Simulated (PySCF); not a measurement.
H₈N₃Si₃, SMILES N1[SiH2]N[SiH2]N[SiH]1 (connectivity only; charge and spin as stated), charge +1, multiplicity 1. Coordinates come from a PBE-D3(BJ)/def2-SVP optimisation. The multiplicity is an assumed one; other spin states were not compared. The isomer is the one that the SMILES or the coordinates give; other isomers of the formula were not compared.

All values below come from PBE-D3(BJ)/def2-SVP (PySCF).

Harmonic wavenumbers (cm⁻¹): 86, 115, 194, 266, 295, 322, 458, 473, 479, 567, 573, 579, 588, 630, 686, 700, 763, 769, 811, 885, 906, 908, 930, 934, 1043, 1124, 1153, 1160, 2217, 2221, 2242, 2243, 2268, 3465, 3467, 3504. Rotational constants (GHz): 2.256, 2.116, 1.149; symmetry number 1.

Q: Work out the zero-point energy and the ideal-gas rigid-rotor harmonic-oscillator thermochemistry at 298.15 K and 1 atm.

A: ZPE = ½ Σ hcν = ½ × 40024 cm⁻¹ = 57.22 kcal/mol. H − E(el) = 63.19 kcal/mol. Entropy in cal/(mol K): translation 40.60, rotation 28.46, vibration 20.26, total 89.32. G − E(el) = 36.56 kcal/mol. Cp = 35.23 cal/(mol K). Modes under 150 cm⁻¹ make the vibrational entropy uncertain.
